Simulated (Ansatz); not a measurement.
ClH4N2OTa can be A, `[NH]=[Ta]([NH2])([OH])[Cl]`, or B, `[NH2][Ta]([NH2])(=[O])[Cl]`.

Calculated with Ansatz (gas phase, PBE0-D4/def2-TZVP geometries, no zero-point term in ΔE). CCSD(T)/CBS is the MP2 limit (def2-TZVPP, def2-QZVPP) plus CCSD(T) − MP2 in def2-TZVPP, frozen cores. Functionals use def2-TZVPP. B3LYP here is the variant with VWN-RPA as its local correlation; programs differ in this. def2 core potentials past Kr. For Ta outer-core shells are correlated without core-valence functions, which leaves a few kJ/mol of doubt a bond. Each species was taken in one conformer, which may not be the lowest.

Which is lower in electronic energy at CCSD(T)/CBS, and by how much? (An estimate is asked.)

Ansatz gave: B, by 49.8 kJ/mol.

Give E(B) − E(A) in kJ/mol with r2SCAN-D4, PBE0-D4, ωB97M-V, CCSD/def2-TZVPP, B3LYP-D4, MP2/def2-TZVPP, HF/def2-TZVPP. (Estimate.)

Computed: r2SCAN-D4 -58.6, PBE0-D4 -53.8, ωB97M-V -52.2, CCSD/def2-TZVPP -49.7, B3LYP-D4 -54.6, MP2/def2-TZVPP -59.2, HF/def2-TZVPP -42.4. None reverses the order clearly.

Does the order hold for the free energy at 298.15 K (harmonic terms from PBE0-D4)? (Estimate.)

Ansatz gave: Yes: G(B) − G(A) = -46.9 kJ/mol, for one conformer each.

Largest T1 diagnostic: 0.020.

From PBE to PBE0 (25 % exact exchange), in def2-TZVPP and without D4, E(B) − E(A) moves by +6.0 kJ/mol. Leaving LDA and LC-ωPBE aside and taking each functional with its dispersion term where it has one, the values, not all of them listed here, spread over 13.2 kJ/mol, from revPBE-D4 to BHLYP-D4. LDA lies +6.4 kJ/mol from PBE without D4.
